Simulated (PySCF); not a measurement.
**CoBr and its ions**

PBE0; Co def2-TZVPPD, Br def2-TZVPPD; no relativity (PySCF 2.14). Neutral (UKS): triplet (π ↑, δ ↑), Re = 2.239 Å, ωe = 302 cm⁻¹, HOMO -6.30 eV, LUMO -2.97 eV.

CoBr⁺ (UKS): quartet (σ ↑, π ↑, δ ↑), Re = 2.189 Å, ωe = 361 cm⁻¹. The energies at the minima are -3956.42902 hartree for CoBr and -3956.12057 for CoBr⁺.

Q: Work out the adiabatic ionisation energy, without and with harmonic zero-point energies (1 hartree = 27.2114 eV, 1 eV = 8065.5 cm⁻¹), and the change of the bond length.

A: At PBE0: 0.30845 hartree = 8.393 eV between the minima; the zero-point term (361.0 − 302.0)/2 cm⁻¹ = +0.004 eV makes it 8.397 eV. Re changes by -5.0 pm against the neutral. The electron leaves a σ orbital; in so polar a molecule the change of length follows mostly from the change of the ionic charges.

CoBr⁻ (UKS): quartet (σ ↑, π ↑, δ ↑), Re = 2.406 Å, ωe = 205 cm⁻¹. The energies at the minima are -3956.42902 hartree for CoBr and -3956.47577 for CoBr⁻.

Q: Work out the adiabatic electron affinity, without and with harmonic zero-point energies (1 hartree = 27.2114 eV, 1 eV = 8065.5 cm⁻¹), and the change of the bond length.

A: At PBE0: 0.04675 hartree = 1.272 eV between the minima; the zero-point term (302.0 − 205.0)/2 cm⁻¹ = +0.006 eV makes it 1.278 eV. Re changes by +16.7 pm against the neutral. The electron enters a σ orbital; in so polar a molecule the change of length follows mostly from the change of the ionic charges.

De is left out where the level can put another filling of the metal’s s and d shells below the measured ground configuration, by anything from nothing to about 1 eV. Spin–orbit coupling is left out. The highest Kohn–Sham level is positive in this anion. Much of that is self-interaction error, but it also means that the finite basis helps to hold the extra electron. The state is the lowest single determinant that the PBE0 search found; with open d or f shells the true ground state can be another one.
